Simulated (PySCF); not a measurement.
## Xenon: a sound run and one with changed settings

Sound run: Xe [Xe], Xe+ [Kr] 4d10 5s2 5p5. All numbers are calculated (PySCF 2.14, a scalar-relativistic core potential, in def2-SVP with the def2 core potential (28 electrons)). The sound run starts from symmetry-adapted Hartree-Fock orbitals and uses a fine grid where one is needed.

Changed run: radial step 1.2 in ln r (0.13 in the sound run). This setting is unsound on purpose.

```json
{"species": "Xe", "method": "UHF", "sound run (hartree)": "-328.29839", "changed run (hartree)": "-328.29839", "converged": "yes"}
{"species": "Xe", "method": "M06-2X", "sound run (hartree)": "-329.29424", "changed run (hartree)": "-326.05527", "converged": "yes"}
{"species": "Xe", "method": "M06-L", "sound run (hartree)": "-329.53117", "changed run (hartree)": "-321.52233", "converged": "yes"}
{"species": "Xe+", "method": "UHF", "sound run (hartree)": "-327.87704", "changed run (hartree)": "-327.87704", "converged": "yes"}
{"species": "Xe+", "method": "M06-2X", "sound run (hartree)": "-328.84337", "changed run (hartree)": "-325.62001", "converged": "yes"}
{"species": "Xe+", "method": "M06-L", "sound run (hartree)": "-329.08753", "changed run (hartree)": "-320.99666", "converged": "yes"}
```

Ionisation energy of Xe:

| method | sound run (eV) | changed run (eV) |
| --- | --- | --- |
| UHF | 11.466 | 11.466 |
| M06-2X | 12.269 | 11.844 |
| M06-L | 12.072 | 14.304 |

A coarse radial grid mis-integrates the density and the exchange-correlation energy, with errors of either sign; Hartree-Fock needs no grid.

For comparison, NIST gives 12.130 eV between the lowest levels.
